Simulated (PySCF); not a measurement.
From computed data to an observable: entropy of an ideal gas

trans-(1R,2R)-1-bromo-2-fluorocyclopropane (C3H4BrF), SMILES F[C@@H]1C[C@H]1Br.

Geometry: PBE-D3(BJ)/def2-SVP.

PySCF with PBE-D3(BJ)/def2-SVP gives the harmonic wavenumbers 192, 227, 314, 417, 609, 792, 872, 935, 956, 996, 1030, 1047, 1145, 1173, 1219, 1337, 1416, 3068, 3090, 3126, 3170 cm⁻¹ and the rotational temperatures 0.4848, 0.0676, 0.0628 K. The molar mass is 138.97 g/mol, the symmetry number 1, the spin multiplicity 1.

Problem. Work out the entropy at 298.15 K and 1 atm in the rigid-rotor, harmonic-oscillator model.

Solution. 
Translation (Sackur–Tetrode at 1 atm): S = R[1.5 ln M + 2.5 ln T − 1.16487] = 170.3 J/(mol K).
Rotation: q = (√π/σ) T^1.5/√(θA θB θC) = 201000, S = R[ln q + 3/2] = 114.0 J/(mol K).
Vibration: with u = 1.4388 ν/T, each mode gives R[u/(e^u − 1) − ln(1 − e^−u)]:
| ν (cm⁻¹) | modes | u | S (J/(mol K)) |
|---|---|---|---|
| 192 | 1 | 0.93 | 9.24 |
| 227 | 1 | 1.10 | 7.96 |
| 314 | 1 | 1.52 | 5.61 |
| 417 | 1 | 2.01 | 3.77 |
| 609 | 1 | 2.94 | 1.82 |
| 792 | 1 | 3.82 | 0.90 |
| 872 | 1 | 4.21 | 0.65 |
| 935 | 1 | 4.51 | 0.51 |
| 956 | 1 | 4.61 | 0.47 |
| 996 | 1 | 4.81 | 0.40 |
| 1030 | 1 | 4.97 | 0.35 |
| 1047 | 1 | 5.05 | 0.32 |
| 1145 | 1 | 5.53 | 0.22 |
| 1173 | 1 | 5.66 | 0.19 |
| 1219 | 1 | 5.88 | 0.16 |
| 1337 | 1 | 6.45 | 0.10 |
| 1416 | 1 | 6.83 | 0.07 |
The stiffer modes add less than 0.005 each. Sum 32.7 J/(mol K).
Spin: R ln 1 = 0.0 J/(mol K).
Total 317.0 J/(mol K); the program's own thermochemistry gives 317.0. Translation makes up 54 % and vibration 10 %. Anharmonicity, hindered rotation and orbital degeneracy are left out.
